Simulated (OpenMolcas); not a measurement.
Os4+ among 6 point charges of -1.7 e arranged as an octahedron (Oh).

| Property | Result |
| --- | --- |
| Program | OpenMolcas |
| Method | CASSCF |
| Basis | ANO-RCC-VDZP [7s6p4d2f1g] |
| Scalar Hamiltonian | DKH2, point nucleus |
| Active space | 4 electrons in 5 orbitals (5d) |
| State averaging | 2S+1 = 5 even, 5 roots; 2S+1 = 3 even, 45 roots; 2S+1 = 1 even, 50 roots |
| Spin-orbit coupling | state interaction with AMFI integrals over the reference wave functions |

All point charges move together. At R = 1.77 Å |10Dq| is 17740 cm-1, and at R = 1.92 Å it is 12265 cm-1.

**Question.** A third run gives 23482 cm-1. What distance was it run at?

**Answer.** With a power law R^-n the two known points give n = -ln(12265 / 17740) / ln(1.92 / 1.77) = 4.54. Then R = 1.77 × (17740 / 23482)^(1/4.54) = 1.664 Å. The run was at 1.66 Å, so the estimate is off by +0.004 Å.

Without dynamic correlation the repulsion within the d shell is too large (B by tens of per cent), so at a given field states of lower spin stand too high. Spin-orbit coupling mixes the spin-free states strongly: the lowest level takes only 61 % from its leading state, 3T1 (figures for R = 1.66; the like holds for R = 1.77, R = 1.92). This field is weak: 10Dq is about 17740 cm-1, while octahedral complexes of 5d ions of charge 3 and more, computed by the same method with explicit ligands, had a median near 35000 cm-1. Ground spin and moment need not be those of a real site (figures for R = 1.77; the like holds for R = 1.92). This shell can be high or low spin here, a state of another spin lies low, and with metal d orbitals alone active their balance is uncertain, so the ground spin may be wrong, although the usual error favours high spin (holds for R = 1.66). This shell can be high or low spin here, a state of another spin lies low, and with metal d orbitals alone active their balance is uncertain, so the ground spin may be wrong (holds for R = 1.77; R = 1.92). Point charges give a weaker field than real ligands, and real ions of this kind are as a rule low spin; the high spin found here belongs to the model (holds for R = 1.77; R = 1.92). This is an electrostatic model: the charges have no orbitals. No measured value stands beside these numbers.
